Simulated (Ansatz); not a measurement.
Compare A (`[CH3][GeH]([Cl])[SeH]`) with its isomer B (`Cl[CH2][GeH2][SeH]`).

Isolated molecules relaxed with PBE0-D4/def2-TZVP in Ansatz; ΔE leaves out vibrations. CCSD(T)/CBS is the MP2 limit (def2-TZVPP, def2-QZVPP) plus CCSD(T) − MP2 in def2-TZVPP, frozen cores. Functionals use def2-TZVPP. B3LYP here is the variant with VWN-RPA as its local correlation; programs differ in this. For Ge, Se outer-core shells are correlated without core-valence functions, which leaves a few kJ/mol of doubt a bond. Scalar relativity is left out up to krypton. One conformer a species, not always the lowest.

Task: Which is lower in electronic energy at CCSD(T)/CBS, and by how much? (Best estimate.)

Result: The calculation gave: A, by 38.5 kcal/mol.

Task: Give E(B) − E(A) in kcal/mol with CCSD(T)/def2-TZVPP, HF/def2-TZVPP, B3LYP, PBE0-D4, PBE-D4, CCSD/def2-TZVPP, ωB97M-V. (Estimate.)

Result: Computed: CCSD(T)/def2-TZVPP 38.8, HF/def2-TZVPP 41.0, B3LYP 38.9, PBE0-D4 38.8, PBE-D4 37.8, CCSD/def2-TZVPP 39.1, ωB97M-V 38.9. None reverses the order clearly.

Largest T1 diagnostic: 0.010.

From PBE to PBE0 (25 % exact exchange), in def2-TZVPP and without D4, E(B) − E(A) moves by +1.0 kcal/mol. In def2-TZVPP, CCSD(T) changes the Hartree–Fock value by −2.2 kcal/mol (the triples alone add −0.3 kcal/mol) and MP2 by −0.9 kcal/mol.
